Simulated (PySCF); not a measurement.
From computed data to an observable: entropy of an ideal gas

Ge(H)(OMe) (CH₄GeO), SMILES [O]([GeH])C (connectivity only; charge and spin as stated), neutral, multiplicity 1.

Geometry optimised at ωB97X-D3(BJ)/def2-TZVP.

PySCF with ωB97X-D3(BJ)/def2-TZVP gives the harmonic wavenumbers 120, 299, 327, 625, 820, 1127, 1184, 1202, 1480, 1502, 1509, 1862, 3032, 3107, 3115 cm⁻¹ and the rotational temperatures 2.1269, 0.1910, 0.1794 K. The molar mass is 104.67 g/mol, the symmetry number 1, the spin multiplicity 1.

Question: Work out the entropy at 298.15 K and 1 atm in the rigid-rotor, harmonic-oscillator model.

Answer: 
Translation (Sackur–Tetrode at 1 atm): S = R[1.5 ln M + 2.5 ln T − 1.16487] = 166.7 J/(mol K).
Rotation: q = (√π/σ) T^1.5/√(θA θB θC) = 33800, S = R[ln q + 3/2] = 99.2 J/(mol K).
Vibration: with u = 1.4388 ν/T, each mode gives R[u/(e^u − 1) − ln(1 − e^−u)]:
```csv
ν (cm⁻¹),modes,u,S (J/(mol K))
120,1,0.58,12.97
299,1,1.44,5.95
327,1,1.58,5.33
625,1,3.02,1.71
820,1,3.96,0.80
1127,1,5.44,0.23
1184,1,5.71,0.18
1202,1,5.80,0.17
1480,1,7.14,0.05
1502,1,7.25,0.05
1509,1,7.28,0.05
1862,1,8.99,0.01
```
The stiffer modes add less than 0.005 each. Sum 27.5 J/(mol K).
Spin: R ln 1 = 0.0 J/(mol K).
Total 293.4 J/(mol K); the program's own thermochemistry gives 293.4. Translation makes up 57 % and vibration 9 %. Anharmonicity, hindered rotation and orbital degeneracy are left out.
